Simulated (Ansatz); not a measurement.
# Which is lower?

The two ends of one reaction step of BNH₃OF, singlet (PBE0-D4/def2-TZVP).

A:

| atom | x (Å) | y (Å) | z (Å) |
| --- | --- | --- | --- |
| B1 | -0.2391 | -0.0918 | 0.2432 |
| O2 | 0.4117 | -1.2021 | 0.6949 |
| N3 | 0.3001 | 0.6944 | -0.7797 |
| H4 | 1.1758 | 0.4773 | -1.2176 |
| F5 | -1.4196 | 0.2544 | 0.7898 |
| H6 | -0.0682 | -1.6467 | 1.3962 |
| H7 | -0.1607 | 1.5145 | -1.1269 |

B:

```
atom    x (Å)    y (Å)    z (Å)
  B1  -0.5096   0.2511   0.0219
  O2   0.3353  -1.1182   0.2715
  N3   0.1996   0.9652  -0.8240
  H4   1.1069  -0.8068  -0.2464
  F5  -1.6040   0.1570   0.7787
  H6   0.5912  -1.2962   1.1855
  H7  -0.1196   1.8480  -1.1872
```

Program: Ansatz 0.2.0. Basis: def2-TZVPP. Cores are frozen in the correlated methods. B3LYP uses VWN-RPA correlation.

(1) Which structure is lower at CCSD(T), and by how much? (An estimate is asked for; the value comes from the calculation.)

The T1 diagnostic stays at or below 0.013.

Results:

(1) By the calculation: A, by 3.013 eV (electronic energy, against the other). By their contacts, A is BNH₃OF ([NH2][B]([OH])[F]) and B is BNH₃OF ([NH][B]([OH2])[F]).

All methods give the same order:

| method | E(B) − E(A) (eV) |
| --- | --- |
| SPW92 | 2.860 |
| PBE-D4 | 2.866 |
| BLYP-D4 | 2.873 |
| r2SCAN-D4 | 3.005 |
| B97M-V | 3.026 |
| PBE0-D4 | 3.026 |
| B3LYP-D4 | 3.009 |
| r2SCAN0-D4 | 3.103 |
| BHLYP-D4 | 3.183 |
| CAM-B3LYP-D4 | 3.071 |
| wB97X-V | 3.069 |
| wB97M-V | 2.996 |
| B2PLYP | 3.018 |
| PBE-QIDH | 3.094 |
| RPA on PBE | 2.965 |
| HF | 3.384 |
| MP2 | 3.002 |
| CCSD | 3.085 |
| CCSD(T) | 3.013 |

Labels in which every atom is bracketed show which atoms are joined, not bond orders.

For scale, one of the runs: CCSD(T)/def2-TZVPP, 166 basis functions, launched by `ansatz run in.yaml --threads 2 --pin off --events-out ev --progress --plain --max-ram 4352MiB`. Time: 23 s of wall clock on 2 CPU threads of an Intel Xeon Platinum 8488C; the host was shared. Peak host memory: 1.5 GiB.
